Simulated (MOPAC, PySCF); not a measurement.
C₅H₁₁F₃Si, SMILES `C[C@H]([C@@H](C)C(F)(F)F)[SiH3]` (C–C–C–Si torsion 71°), neutral singlet in the gas phase. 

Cartesian coordinates (Å):
```xyz
20

C     -1.2355     1.6647    -0.2394
C     -0.9066     0.2371     0.2136
C      0.5822     0.0658     0.6040
C      0.8490    -1.1456     1.5155
Si     1.8801     0.1090    -0.8029
C     -1.3927    -0.7579    -0.8301
F     -1.1806    -2.0362    -0.4675
F     -0.7757    -0.5791    -2.0198
F     -2.7133    -0.6298    -1.0526
H     -0.9764     2.3780     0.5565
H     -2.3060     1.7731    -0.4631
H     -0.6681     1.9378    -1.1410
H     -1.5145     0.0089     1.1074
H      0.8210     0.9707     1.1914
H      0.7135    -2.0992     0.9866
H      0.1650    -1.1469     2.3814
H      1.8780    -1.1222     1.9078
H      3.2039     0.3307    -0.1477
H      1.9316    -1.1843    -1.5388
H      1.6451     1.2254    -1.7614
```
Charge 0, spin multiplicity 1.

All levels are single points at this geometry (B3LYP-D3(BJ)/def2-SVP); Pople sets use spherical d functions. Orbital energies aren't observables, and empty levels follow the basis.

HF/STO-3G in PySCF gives gap (eV) = 22.64.

### Question
Estimate the gap (eV) from each of these levels: B3LYP-D3(BJ)/def2-TZVP in PySCF; M06-2X/def2-TZVP in PySCF; PBE-D3(BJ)/def2-TZVP in PySCF; BP86/6-31G* in PySCF; SVWN5/6-31G* in PySCF; HF/6-31G* in PySCF; AM1 in MOPAC; PM3 in MOPAC.

### Answer

```csv
level,gap (eV)
B3LYP-D3(BJ)/def2-TZVP in PySCF,8.69
M06-2X/def2-TZVP in PySCF,10.93
PBE-D3(BJ)/def2-TZVP in PySCF,7.06
BP86/6-31G* in PySCF,7.57
SVWN5/6-31G* in PySCF,7.30
HF/6-31G* in PySCF,15.95
AM1 in MOPAC,12.18
PM3 in MOPAC,11.04
```
